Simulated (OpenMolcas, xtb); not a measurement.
How methods differ on CH3FSn (SMILES [CH3][Sn][F])

CH3FSn: 6 atoms, total charge 0, spin state singlet. SMILES: `[CH3][Sn][F]`. The coordinates come from a PBE0-D4/def2-TZVP relaxation.

Each level gives the dipole moment (D). The values are calculated.

```tsv
level	kind	program	value (D)	CPU time
GFN2-xTB	semi-empirical	xtb	4.47	under 2 s
GFN0-xTB	semi-empirical	xtb	4.01	under 2 s
GFN1-xTB	semi-empirical	xtb	4.98	under 2 s
HF/def2-SVP (core potential)	Hartree–Fock	OpenMolcas	2.99	4.6 s
PBE/def2-SVP (core potential)	GGA	OpenMolcas	2.27	20 s
TPSS/def2-SVP (core potential)	meta-GGA	OpenMolcas	2.30	29 s
PBE0/def2-SVP (core potential)	global hybrid	OpenMolcas	2.56	20 s
```

The values span 2.27 to 4.98 D. Times are those of the runs behind each value, whatever else they computed, on shared processors of several kinds: orders of magnitude only.
